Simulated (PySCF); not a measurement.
This PySCF input asks for the NMR shieldings of `CB(C)P1CCC[C@H]1C`, C7H16BP; the geometry comes from GFN2-xTB.

```python
import basis_set_exchange as bse
import numpy as np
from pyscf import gto, dft
from pyscf.prop import nmr

atoms = """
C     2.418895    1.118796   -0.265210
B     1.711908   -0.182745    0.278727
C     2.467377   -1.567698    0.195744
P     0.091078   -0.036131    1.243467
C    -0.826552   -1.603910    0.800036
C    -1.490644   -1.325082   -0.542160
C    -2.085434    0.073812   -0.427673
C    -0.989040    1.010163    0.086263
C    -1.551628    2.234218    0.798243
H     3.366293    1.274366    0.251638
H     1.835554    2.031041   -0.152855
H     2.672668    1.014558   -1.320211
H     3.496581   -1.482386   -0.147101
H     2.479343   -2.069585    1.163388
H     1.959756   -2.249721   -0.488015
H    -1.584470   -1.793570    1.564344
H    -0.150369   -2.457192    0.777195
H    -0.741907   -1.339713   -1.338553
H    -2.256441   -2.068184   -0.773905
H    -2.907917    0.052056    0.291056
H    -2.477730    0.424494   -1.384119
H    -0.373377    1.345547   -0.754582
H    -0.745802    2.882630    1.136016
H    -2.133735    1.934455    1.667327
H    -2.195343    2.803926    0.128767
"""
names = dict.fromkeys(["C", "B", "P", "H"], "pcSseg-1")
basis = {el: gto.basis.parse(bse.get_basis(n, elements=[el], fmt="nwchem")) for el, n in names.items()}
mol = gto.M(atom=atoms, basis=basis, charge=0, verbose=0)
mf = dft.RKS(mol, xc="PBE0")
mf.grids.level = 2
mf.grids.alignment = dft.numint.BLKSIZE   # the property module wants whole blocks of grid points
mf.conv_tol = 1e-9
mf.kernel()

calc = nmr.RKS(mf)   # GIAO
C = mf.mo_coeff
Co = C[:, mf.mo_occ > 0]
resp = mf.gen_response(singlet=True, hermi=2)
def vind(x):   # induced exchange potential for any number of trial vectors
    d = np.einsum("pi,xij,qj->xpq", C, 2 * x.reshape(-1, C.shape[1], Co.shape[1]), Co, optimize=True)
    return np.einsum("xpq,pi,qj->xij", resp(d - d.transpose(0, 2, 1)), C, Co, optimize=True).ravel()
mo1, _ = nmr.rhf.solve_mo1(calc, with_cphf=vind)
sigma = calc.kernel(mo1)
for i, s in enumerate(sigma):   # ppm
    print("%2d %-2s %9.2f" % (i, mol.atom_pure_symbol(i), np.trace(s) / 3))
```

Task: What does it print?

Result: 
```
 0 C     170.94
 1 B       2.52
 2 C     174.05
 3 P     340.44
 4 C     158.55
 5 C     149.52
 6 C     145.20
 7 C     150.18
 8 C     160.18
 9 H      30.75
10 H      30.22
11 H      30.82
12 H      30.63
13 H      30.48
14 H      30.88
15 H      29.98
16 H      29.59
17 H      30.79
18 H      29.71
19 H      30.80
20 H      29.54
21 H      29.10
22 H      29.96
23 H      30.59
24 H      30.13
```

These numbers come from an equivalent density-fitted implementation of the same equations, which agrees with the script to about 0.01 ppm for H and up to a few tenths of a ppm for heavy atoms, so last digits may differ.

Size and cost of the density-fitted run: 240 basis functions, about 2.8 core-minutes.
